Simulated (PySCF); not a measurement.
C6H6F3 (doublet state).
Cartesian coordinates in Å at the GFN2-xTB level; atoms count from 1:
```
atom  x, y, z in Å
C1     3.691   -0.196   -0.202
C2     2.372    0.058   -0.313
C3     1.173    0.265   -0.431
C4    -0.236    0.571   -0.513
F5    -0.474    1.866   -0.067
C6    -1.076   -0.393    0.336
C7    -2.559   -0.098    0.177
F8    -2.975   -0.405   -1.077
F9    -3.287   -0.873    1.016
H10    4.088   -1.165   -0.446
H11    4.363    0.571    0.136
H12   -0.577    0.551   -1.561
H13   -0.812   -0.279    1.389
H14   -0.878   -1.419    0.025
H15   -2.819    0.953    0.373
```

The hyperfine couplings belong to this conformer and change with its torsions.

The species is `[CH2]C#C[C@H](F)CC(F)F` [radical].

Level of theory: UKS B3LYP, pcH-1 on C F H, non-relativistic, mean-field spin-orbit, GIAO (PySCF 2.14.0). One conformer (not necessarily the lowest) at the GFN2-xTB geometry, without solvent, vibrations or thermal averaging. A GFN2-xTB geometry isn't a minimum of the functional, and hyperfine couplings can be far from their values at a DFT geometry. Stability of the SCF solution: not tested.

(1) Predict the first-order ENDOR lines of F5, F9, F8, H12, H10, H11, H13 and H14 under fast tumbling at B = 341.0 mT (X band).

(2) Which pairs are centred on the nuclear Larmor frequency, and which on half the coupling?

Results:

(1) For S = 1/2 in fast tumbling each set of equivalent nuclei gives two lines, ν± = |νn ± a/2| to first order, with νn = g_N μN B/h and μN/h = 7.62259 MHz/T.

| nuclei | isotope | g_N | νn (MHz) | a_iso (MHz) | lower line (MHz) | upper line (MHz) |
| --- | --- | --- | --- | --- | --- | --- |
| F5 | 19F | 5.2577 | 13.67 | 7.32 | 10.01 | 17.32 |
| F9 | 19F | 5.2577 | 13.67 | 6.99 | 10.17 | 17.16 |
| F8 | 19F | 5.2577 | 13.67 | 3.52 | 11.91 | 15.43 |
| H12 | 1H | 5.5857 | 14.52 | 62.23 | 16.60 | 45.64 |
| H10 | 1H | 5.5857 | 14.52 | -52.71 | 11.84 | 40.87 |
| H11 | 1H | 5.5857 | 14.52 | -52.61 | 11.78 | 40.82 |
| H13 | 1H | 5.5857 | 14.52 | -1.92 | 13.56 | 15.48 |
| H14 | 1H | 5.5857 | 14.52 | -1.20 | 13.92 | 15.12 |

(2) Centred on νn, since |a| < 2νn: F5, F9, F8, H13 and H14. Centred on |a|/2 and split by 2νn: H12, H10 and H11.

H10 and H11 aren't averaged: C1 is flat or nearly so (angle sum 360°), and its turn about the short C1–C2 bond (1.35 Å) is taken as slow.

The largest Mulliken spin populations are on C1 (+0.79), C3 (+0.54) and C2 (-0.26). The positive populations add up to 1.38 and the negative ones to -0.38, together 2S = 1. The angles at C1 add up to 360.0°, so it is planar; its axial dipolar tensor and the negative couplings of its protons fit spin in a p orbital normal to that plane.
